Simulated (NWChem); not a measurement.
System: C$_{3}$H$_{10}$Si; SMILES CC[SiH2]C

Input file for NWChem:

```
start job
memory heap 200 mb stack 900 mb global 1100 mb
geometry units angstroms noautosym nocenter noautoz
  C     -0.063060     2.297133     0.000000
  C      0.651024     0.947775     0.000000
  Si    -0.499170    -0.551347     0.000000
  C      0.466693    -2.166317     0.000000
  H      0.649001     3.137853     0.000000
  H     -0.707116     2.414902    -0.886211
  H     -0.707116     2.414902     0.886211
  H      1.313500     0.862155     0.879866
  H      1.313500     0.862155    -0.879866
  H     -1.388163    -0.493707    -1.207390
  H     -1.388163    -0.493707     1.207390
  H      1.109722    -2.241327     0.890890
  H     -0.213152    -3.032181     0.000000
  H      1.109722    -2.241327    -0.890890
end
basis spherical
  * library pcsseg-1
end
dft
  xc pbe0
  iterations 150
end
property
  shielding 10 1 2 3 4 5 6 8 10 12 13
end
task dft property
```

Parts of the log:

```
             Northwest Computational Chemistry Package (NWChem) 7.3.0
             --------------------------------------------------------

                             Geometry "geometry" -> ""
                             -------------------------

 Output coordinates in angstroms (scale by  1.889725989 to convert to a.u.)

  No.       Tag          Charge          X              Y              Z
 ---- ---------------- ---------- -------------- -------------- --------------
    1 C                    6.0000    -0.06306000     2.29713300     0.00000000
    2 C                    6.0000     0.65102400     0.94777500     0.00000000
    3 Si                  14.0000    -0.49917000    -0.55134700     0.00000000
    4 C                    6.0000     0.46669300    -2.16631700     0.00000000
    5 H                    1.0000     0.64900100     3.13785300     0.00000000
    6 H                    1.0000    -0.70711600     2.41490200    -0.88621100
    7 H                    1.0000    -0.70711600     2.41490200     0.88621100
    8 H                    1.0000     1.31350000     0.86215500     0.87986600
    9 H                    1.0000     1.31350000     0.86215500    -0.87986600
   10 H                    1.0000    -1.38816300    -0.49370700    -1.20739000
   11 H                    1.0000    -1.38816300    -0.49370700     1.20739000
   12 H                    1.0000     1.10972200    -2.24132700     0.89089000
   13 H                    1.0000    -0.21315200    -3.03218100     0.00000000
   14 H                    1.0000     1.10972200    -2.24132700    -0.89089000

 Effective nuclear repulsion energy (a.u.)     169.9084441765

                              NWChem Property Module
                              ----------------------

  itol2e modified to match energy
  convergence criterion.

                                 NWChem DFT Module
                                 -----------------

 Summary of "ao basis" -> "ao basis" (spherical)
 ------------------------------------------------------------------------------
       Tag                 Description            Shells   Functions and Types
 ---------------- ------------------------------  ------  ---------------------
 C                          pcsseg-1                 7       17   3s3p1d
 Si                         pcsseg-1                10       24   4s5p1d
 H                          pcsseg-1                 3        5   2s1p

  itol2e modified to match energy
  convergence criterion.

            General Information
            -------------------
          SCF calculation type: DFT
          Wavefunction type:  closed shell.
          No. of atoms     :    14
          No. of electrons :    42
           Alpha electrons :    21
            Beta electrons :    21
          Charge           :     0
          Spin multiplicity:     1
          Use of symmetry is: off; symmetry adaption is: off
          Maximum number of iterations: 150
          AO basis - number of functions:   125
                     number of shells:    61
          Convergence on energy requested:  1.00D-07
          Convergence on density requested:  1.00D-05
          Convergence on gradient requested:  5.00D-04

              XC Information
              --------------
                         PBE0 Method XC Functional
                     Hartree-Fock (Exact) Exchange  0.250
          PerdewBurkeErnzerhof Exchange Functional  0.750
            Perdew 1991 LDA Correlation Functional  1.000 local
           PerdewBurkeErnz. Correlation Functional  1.000 non-local

[...]

          -----------------------------------------
          Chemical Shielding Tensors (GIAO, in ppm)
          -----------------------------------------

                                NWChem CPHF Module
                                ------------------

  scftype          =     RHF
  nclosed          =       21
  nopen            =        0
  variables        =     2184
  # of vectors     =        3
  tolerance        = 0.10D-03
  level shift      = 0.00D+00
  max iterations   =       50
  max subspace     =       30

 SCF residual:    3.9851134173368801E-005

Iterative solution of linear equations
  No. of variables     2184
  No. of equations        3
  Maximum subspace       30
        Iterations       50
       Convergence  1.0D-04

   iter   nsub   residual    time
   ----  ------  --------  ---------
     1      3    4.05D-01      63.3
     2      6    9.55D-03      69.2
     3      9    3.57D-04      75.1
     4     12    2.40D-05      81.0

      Atom:    1  C
        Diamagnetic
    246.6407     -6.5497      0.0000
     -6.5497    257.7225      0.0000
      0.0000      0.0000    243.2374

        Paramagnetic
    -77.4463      0.0775     -0.0000
      0.0775    -73.1264      0.0000
     -0.0000      0.0000    -76.5756

        Total Shielding Tensor
    169.1944     -6.4723     -0.0000
     -6.4723    184.5961      0.0000
     -0.0000      0.0000    166.6618

           isotropic =     173.4841
          anisotropy =      20.2060

          Principal Components and Axis System
                 1           2           3
              186.9547    166.8358    166.6618

      1        -0.3424      0.9396     -0.0000
      2         0.9396      0.3424     -0.0000
      3         0.0000      0.0000      1.0000

      Atom:    2  C
        Diamagnetic
    249.7745     -0.7679     -0.0000
     -0.7679    263.0148     -0.0000
     -0.0000     -0.0000    245.7804

        Paramagnetic
    -77.2418     -6.2628     -0.0000
     -6.2628    -76.7634      0.0000
     -0.0000      0.0000    -71.9376

        Total Shielding Tensor
    172.5328     -7.0307     -0.0000
     -7.0307    186.2514     -0.0000
     -0.0000     -0.0000    173.8428

           isotropic =     177.5423
          anisotropy =      17.5084

          Principal Components and Axis System
                 1           2           3
              189.2146    173.8428    169.5696

      1        -0.3884     -0.0000      0.9215
      2         0.9215     -0.0000      0.3884
      3         0.0000      1.0000      0.0000

      Atom:    3  Si
        Diamagnetic
    879.6947      0.2882      0.0000
      0.2882    886.0993     -0.0000
      0.0000     -0.0000    876.8555

        Paramagnetic
   -504.0542     10.4815      0.0000
     10.4815   -453.9735      0.0000
      0.0000      0.0000   -534.6582

        Total Shielding Tensor
    375.6405     10.7697      0.0000
     10.7697    432.1258      0.0000
      0.0000      0.0000    342.1973

           isotropic =     383.3212
          anisotropy =      76.1825

          Principal Components and Axis System
                 1           2           3
              434.1095    373.6568    342.1973

      1         0.1811      0.9835     -0.0000
      2         0.9835     -0.1811     -0.0000
      3         0.0000      0.0000      1.0000

      Atom:    4  C
        Diamagnetic
    252.4762     -3.4758      0.0000
     -3.4758    259.9780      0.0000
      0.0000      0.0000    250.8442

        Paramagnetic
    -61.1410      6.7291     -0.0000
      6.7291    -67.2420      0.0000
     -0.0000      0.0000    -62.2236

        Total Shielding Tensor
    191.3351      3.2534     -0.0000
      3.2534    192.7360      0.0000
     -0.0000      0.0000    188.6205

           isotropic =     190.8972
          anisotropy =       6.6994

          Principal Components and Axis System
                 1           2           3
              195.3635    188.7076    188.6205

      1         0.6283      0.7780      0.0000
      2         0.7780     -0.6283     -0.0000
      3        -0.0000     -0.0000      1.0000

      Atom:    5  H
        Diamagnetic
     28.4902      5.8960      0.0000
      5.8960     37.5109      0.0000
      0.0000      0.0000     23.1270

        Paramagnetic
      0.2308     -2.4857      0.0000
     -2.4857     -1.3271     -0.0000
      0.0000     -0.0000      1.6973

        Total Shielding Tensor
     28.7209      3.4104      0.0000
      3.4104     36.1837     -0.0000
      0.0000     -0.0000     24.8244

           isotropic =      29.9097
          anisotropy =      11.3966

          Principal Components and Axis System
                 1           2           3
               37.5074     27.3972     24.8244

      1         0.3618      0.9322     -0.0000
      2         0.9322     -0.3618      0.0000
      3        -0.0000      0.0000      1.0000

      Atom:    6  H
        Diamagnetic
     29.0691     -3.4611      7.1367
     -3.4611     28.7701     -3.1324
      7.1367     -3.1324     31.5532

        Paramagnetic
      0.5580      0.9147     -2.8405
      0.9147      1.6358      0.8228
     -2.8405      0.8228     -0.5965

        Total Shielding Tensor
     29.6270     -2.5463      4.2962
     -2.5463     30.4058     -2.3096
      4.2962     -2.3096     30.9566

           isotropic =      30.3298
          anisotropy =       9.3165

          Principal Components and Axis System
                 1           2           3
               36.5408     28.5622     25.8865

      1         0.5833      0.2076      0.7853
      2        -0.4869      0.8632      0.1335
      3         0.6502      0.4602     -0.6046

      Atom:    7  H
        Diamagnetic
     30.9912     -0.2291      8.2847
     -0.2291     28.4041     -0.5441
      8.2847     -0.5441     31.9980

        Paramagnetic
      0.1622     -0.6682     -2.9813
     -0.6682      1.5410      0.3206
     -2.9813      0.3206     -1.0168

[...]
```

Level: PBE0/pcSseg-1, GIAO. Coordinates come from a PBE0/def2-SVP optimisation. The output numbers the shielded atoms by their place in the input's list. The printed shielding anisotropy is the first printed principal value minus the mean of the other two.
